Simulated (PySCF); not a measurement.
C₂H₇BeNS, SMILES C[N](C)[Be][SH].

Geometry: r2SCAN-D4/def2-SVP. The structure was generated by enumeration; whether it is a known compound was not checked. The values are those of a single conformer.

Level of theory: IEF-PCM-PBE0/def2-SVP run with PySCF.

The values are the electrostatic part of the solvation free energy, E(continuum) − E(gas) at the gas-phase geometry, in a cavity of scaled van der Waals radii (PySCF's table); cavitation and dispersion terms are not included. A continuum can't describe solvent molecules that bind to the metal. In vacuum the orbital gap is 6.64 eV. The dipole moment in vacuum is 2.07 D.

Estimate the values in water (ε = 78.36), acetonitrile (ε = 35.69), toluene (ε = 2.37). (An estimate is asked for; the answer gives what the named calculation found.)


```
solvent           ε  ΔG(elec) (kcal/mol)  dipole (D)  gap (eV)
------------  -----  -------------------  ----------  --------
water         78.36                 -4.7        2.58      6.64
acetonitrile  35.69                 -4.5        2.57      6.64
toluene        2.37                 -2.1        2.32      6.62
```
